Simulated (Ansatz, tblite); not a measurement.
Cost and result up the ladder for trans-NiH(PF3)2F (NiP₂HF₇) (11 atoms). Total charge 0; singlet. Geometry: PBE-D4/def2-SVP.

Cartesian coordinates in Å:
```
Ni 0.080 -0.031 -0.015
H -1.247 0.547 0.183
P 0.561 0.798 1.831
F 1.033 -0.205 2.981
F -0.508 1.641 2.666
F 1.775 1.834 1.875
F 1.722 -0.742 -0.255
P -0.668 -0.752 -1.815
F 0.067 -0.286 -3.155
F -2.177 -0.471 -2.257
F -0.640 -2.333 -2.041
```

Ansatz on 4 threads of Intel Xeon Platinum 8175M on a shared host; xTB runs through tblite on one thread. Times are rough, summed over both states, and most runs start from the orbitals of an earlier one. No level here is sound enough to serve as a yardstick. The other state is a doublet.

The xTB rows come from tblite.

Raw xTB energies of ions are shifted by several eV.

```json
{"level": "GFN2-xTB", "functions": "56", "wall time": "0.042 s"}
{"level": "GFN1-xTB", "functions": "57", "wall time": "0.047 s"}
{"level": "PBE-D4/def2-TZVP (with forces)", "functions": "342", "wall time": "30 s"}
{"level": "r2SCAN-D4/def2-TZVP", "functions": "342", "wall time": "58 s"}
```

(1) Estimate what each level gives for the vertical IE (eV).

Answers

(1) 
```csv
level,vertical IE (eV)
GFN2-xTB,14.60
GFN1-xTB,15.91
PBE-D4/def2-TZVP (with forces),9.83
r2SCAN-D4/def2-TZVP,9.81
```
